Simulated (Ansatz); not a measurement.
Compare A (`F[BH][SnH2][SiH3]`) with its isomer B (`F[SiH2][BH][SnH3]`).

Program: Ansatz. Geometries: PBE0-D4/def2-TZVP. ΔE: electronic, gas phase. CCSD(T)/CBS adds triple-zeta CCSD(T) − MP2 to the extrapolated MP2 energy (def2 sets, frozen cores). Functionals use def2-TZVPP. B3LYP here is the variant with VWN-RPA as its local correlation; programs differ in this. def2 core potentials past Kr. For Sn outer-core shells are correlated without core-valence functions, which leaves a few kJ/mol of doubt a bond. One conformer a species, not always the lowest.

A:

Z-matrix (Å, degrees):
```
Sn
B 1 2.268
Si 1 2.568 2 110.9
H 1 1.711 2 110.0 3 119.2
H 1 1.710 2 111.9 3 -121.3
F 2 1.318 1 119.6 3 94.3
H 2 1.202 1 123.8 3 -84.0
H 3 1.487 1 110.1 2 58.1
H 3 1.487 1 110.1 2 -61.5
H 3 1.487 1 110.6 2 178.3
```

B:

```xyz
10

F    -2.1568    0.9104   -0.4245
Si   -1.3850    0.7648    0.9782
B     0.4112   -0.0735    0.7708
Sn    1.2399   -0.7349   -1.2102
H    -1.2575    2.1325    1.5545
H    -2.2439   -0.0636    1.8700
H     1.0691   -0.2246    1.7589
H     1.3436    0.6048   -2.2665
H     0.1883   -1.8732   -1.9303
H     2.7913   -1.4427   -1.1009
```

Problem. Which is lower in electronic energy at CCSD(T)/CBS, and by how much? (An estimate is asked.)

Solution. Computed: A, by 51.5 kJ/mol.

Problem. Give E(B) − E(A) in kJ/mol with BLYP-D4, B2PLYP, HF/def2-TZVPP, MP2/def2-TZVPP, r2SCAN-D4, LDA (SPW92), B3LYP-D4. (Estimate.)

Solution. The calculation gave: BLYP-D4 58.4, B2PLYP 55.7, HF/def2-TZVPP 42.9, MP2/def2-TZVPP 56.0, r2SCAN-D4 55.9, LDA (SPW92) 67.2, B3LYP-D4 55.7. None reverses the order clearly.

Problem. Does the order hold for the free energy at 298.15 K (harmonic terms from PBE0-D4)? (Estimate.)

Solution. Computed: Yes: G(B) − G(A) = +47.9 kJ/mol, for one conformer each. Modes under 60 cm⁻¹, often nearly free rotors, make the harmonic entropy too high.

Largest T1 diagnostic: 0.014.

In def2-TZVPP, CCSD(T) changes the Hartree–Fock value by +9.2 kJ/mol (the triples alone add +2.8 kJ/mol) and MP2 by +13.1 kJ/mol. From PBE to PBE0 (25 % exact exchange), in def2-TZVPP and without D4, E(B) − E(A) moves by −4.1 kJ/mol.
